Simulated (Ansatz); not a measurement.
One change: `[CH3][Mo]([NH2])(=[S])=[S]` becomes `[CH3][Mo](=[S])(=[S])[Cl]`.

Ansatz, PBE0-D4/def2-TZVP geometries, multiplicity 1. Each molecule was computed in one conformer, which needn't be the lowest.

Elements past krypton have def2 core potentials.

```
                                                                                  property  `[CH3][Mo]([NH2])(=[S])=[S]`
                                                      HOMO–LUMO gap (PBE0/def2-TZVPP) / eV                          4.31
                                                     HOMO–LUMO gap (B3LYP/def2-TZVPP) / eV                          3.92
                                            zero-point energy (PBE0-D4/def2-TZVP) / kJ/mol                         170.9
                                                       HOMO–LUMO gap (PBE/def2-TZVPP) / eV                          2.53
ideal-gas entropy at 298 K and 1 bar (rigid rotor, harmonic PBE0-D4/def2-TZVP) / J/(mol·K)                           370
                                          size of the dipole moment (B3LYP/def2-TZVPP) / D                          3.52
```

Question: What does the change do to each property? (An estimate is asked.)

Answer: The calculation gave: 
| property | `[CH3][Mo](=[S])(=[S])[Cl]` | shift |
| --- | --- | --- |
| HOMO–LUMO gap (PBE0/def2-TZVPP) / eV | 3.90 | -0.41 |
| HOMO–LUMO gap (B3LYP/def2-TZVPP) / eV | 3.50 | -0.42 |
| zero-point energy (PBE0-D4/def2-TZVP) / kJ/mol | 106.2 | -64.7 |
| HOMO–LUMO gap (PBE/def2-TZVPP) / eV | 2.12 | -0.41 |
| ideal-gas entropy at 298 K and 1 bar (rigid rotor, harmonic PBE0-D4/def2-TZVP) / J/(mol·K) | 374 | 4 |
| size of the dipole moment (B3LYP/def2-TZVPP) / D | 1.84 | -1.68 |

With PBE0 the HOMO falls by 0.36 eV and the LUMO falls by 0.78 eV, so the gap narrows by about 0.42 eV. PBE moves the HOMO by -0.37 eV and ωB97M-V by -0.33 eV. The zero-point energy changes by -64.7 kJ/mol with -6 modes. Dipoles are sizes alone; their direction can turn.

B3LYP here is the variant with VWN-RPA as its local correlation; programs differ in this.
